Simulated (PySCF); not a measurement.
Harmonic spectrum computed at PBE0 in the def2-SVPD basis family (core potentials from Rb on, PySCF, no spin–orbit coupling):

| ω (cm⁻¹) | IR (km/mol, summed over degenerate members) | degeneracy |
| --- | --- | --- |
| 73 | 25.4 | 2 |
| 89 | 21.8 | 1 |
| 275 | 0.0 | 1 |
| 297 | 170 | 2 |

Task: Which molecule gave it? In each, all ligands are bound to the one heavy central atom.
A. ZnCl₃⁻ (singlet)
B. SeCl₃⁻ (singlet)
C. TeCl₃⁻ (singlet)
D. CdCl₃⁻ (singlet)
E. PbCl₃⁻ (singlet)

Result: D. It has D3h symmetry with Cd–Cl 2.424 Å (×3).
